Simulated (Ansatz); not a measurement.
Al3P4. The state is a doublet with charge 0. Geometry r2SCAN-D4/def2-SVPD, that of the charge -1 singlet; atoms count from 1.

| atom | x (Å) | y (Å) | z (Å) |
| --- | --- | --- | --- |
| Al1 | -0.645 | -1.504 | -0.058 |
| Al2 | 1.489 | 0.609 | -0.306 |
| Al3 | -0.916 | 1.003 | 0.674 |
| P4 | 0.926 | 2.311 | 1.070 |
| P5 | -2.170 | -0.759 | 1.434 |
| P6 | -0.183 | -0.029 | -1.818 |
| P7 | 1.499 | -1.631 | -0.998 |

The structure comes from a short search, and lower isomers may exist.

(1) Estimate the Mulliken populations from the PBE0/def2-TZVPD orbitals of Ansatz.

(2) Where does the spin sit?

(3) And the Mayer bond orders between heavy atoms (over 0.3)?

Answers

(1) 
```csv
atom,charge (e),spin (α − β)
Al1,0.31,-0.12
Al2,0.31,-0.12
Al3,0.27,-0.23
P4,-0.20,0.61
P5,-0.20,0.60
P6,-0.30,0.20
P7,-0.19,0.06
```
Mulliken values depend strongly on the basis. With diffuse functions, as here, like atoms can get unlike values, and bond orders can come out too low or too high.

(2) Summed by element: Al -0.47, P 1.47, of 1 unpaired in all. Largest on single atoms: P4 0.61, P5 0.60, Al3 -0.23.

(3) Al1–Al3 0.35 (2.63 Å); Al1–P5 1.18 (2.26 Å); Al1–P6 0.77 (2.34 Å); Al1–P7 0.94 (2.34 Å); Al2–Al3 0.35 (2.63 Å); Al2–P4 1.18 (2.26 Å); Al2–P6 0.77 (2.34 Å); Al2–P7 0.94 (2.34 Å); Al3–P4 1.16 (2.29 Å); Al3–P5 1.16 (2.29 Å); Al3–P6 0.42 (2.80 Å); P6–P7 0.78 (2.46 Å).
